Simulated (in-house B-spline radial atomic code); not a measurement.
Whole-atom quantities along the 30-electron series, configuration [Ar] 3d10 4s2. Breit and QED terms are first order and not part of the total energy; the density at the nucleus is averaged over the nuclear charge. Computed with a radial B-spline atomic code at the basis-set limit: Dirac-Hartree-Fock, average of the configuration, finite nuclei.

```csv
ion,Z,E/Z² (Eh),Σ<r²> (bohr²),n(0)/Z³ (bohr⁻³),Lamb diamagnetic shielding (ppm),repulsion over attraction,Breit energy (eV),self-energy (eV),vacuum polarisation (eV),Dirac less non-relativistic energy (Eh)
Rb7+,37,-2.1668,9.6508,1.0599,3378.7,0.14544,42.292,31.664,-3.2819,-41.403
Sr8+,38,?,?,?,?,?,?,?,?,?
Zr10+,40,-2.2295,7.1383,1.1374,3732,0.1373,55.148,41.563,-4.5323,-57.993
Nb11+,41,-2.2491,6.5286,1.1645,3850.72,0.1347,59.974,45.308,-5.0228,-64.531
Mo12+,42,-2.2681,5.9976,1.1918,3969.96,0.13215,65.085,49.292,-5.5541,-71.623
Tc13+,43,?,?,?,?,?,?,?,?,?
Ru14+,44,-2.3047,5.1194,1.2526,4210.14,0.12726,76.198,58.015,-6.7498,-87.608
Rh15+,45,?,?,?,?,?,?,?,?,?
Pd16+,46,-2.3392,4.4256,1.3194,4452.77,0.12261,88.56,67.815,-8.1417,-106.23
Ag17+,47,-2.3559,4.1315,1.3555,4575.08,0.12039,95.233,73.145,-8.9189,-116.62
Cd18+,48,-2.3721,3.8662,1.391,4698.07,0.11822,102.25,78.778,-9.7542,-127.78
```

Fill in the row of Sr8+.

E/Z² (Eh): -2.1883; Σ<r²> (bohr²): 8.6709; n(0)/Z³ (bohr⁻³): 1.0847; Lamb diamagnetic shielding (ppm): 3496.03; repulsion over attraction: 0.14268; Breit energy (eV): 46.316; self-energy (eV): 34.75; vacuum polarisation (eV): -3.6641; Dirac less non-relativistic energy (Eh): -46.459.

Fill in the row of Tc13+.

E/Z² (Eh): -2.2867; Σ<r²> (bohr²): 5.5314; n(0)/Z³ (bohr⁻³): 1.2227; Lamb diamagnetic shielding (ppm): 4089.76; repulsion over attraction: 0.12967; Breit energy (eV): 70.49; self-energy (eV): 53.525; vacuum polarisation (eV): -6.129; Dirac less non-relativistic energy (Eh): -79.305.

Fill in the row of Rh15+.

E/Z² (Eh): -2.3222; Σ<r²> (bohr²): 4.753; n(0)/Z³ (bohr⁻³): 1.2858; Lamb diamagnetic shielding (ppm): 4331.14; repulsion over attraction: 0.1249; Breit energy (eV): 82.218; self-energy (eV): 62.775; vacuum polarisation (eV): -7.4198; Dirac less non-relativistic energy (Eh): -96.571.

With what power of Z does the column «vacuum polarisation (eV)» change over this range?

A fit of the logarithm of its size against log Z from Z = 37 to 48 has slope 4.18.
